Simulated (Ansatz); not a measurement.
Relaxation of AlF₃H (5 atoms, charge 0, multiplicity 2), to a largest force component of 0.03 eV/Å in at most 50 steps.

All numbers below come from UHF/def2-SVP (Ansatz).

```xyz
5
Properties=species:S:1:pos:R:3
Al 0.000 0.000 -0.309
F 0.000 0.000 2.594
F 1.404 0.000 -1.189
F -1.404 0.000 -1.189
H 0.000 0.000 3.504
```

**Question.** Where does it end, and by what steps?

**Answer.** The run converged. After 6 steps the energy has fallen by 0.117 eV; F2 moved furthest, 0.49 Å.

| step | energy less start (eV) | largest force component (eV/Å) | accepted |
| --- | --- | --- | --- |
| 0 | 0.0000 | 0.777 | yes |
| 1 | -0.0858 | 0.187 | yes |
| 2 | -0.1135 | 0.136 | yes |
| 3 | -0.1168 | 0.062 | yes |
| 4 | -0.1167 | 0.117 | no |
| 5 | -0.1170 | 0.094 | yes |
| 6 | -0.1175 | 0.003 | yes |

```xyz
5
Properties=species:S:1:pos:R:3
Al 0.000 0.000 -0.636
F 0.000 0.000 3.084
F 1.400 0.000 -1.511
F -1.400 0.000 -1.511
H 0.000 0.000 3.985
```

Whether the end is a true minimum wasn't checked by a vibrational analysis.

The run took 6.7 s on 1 thread of Arm Neoverse V1 (shared host), peak memory 0.12 GiB.
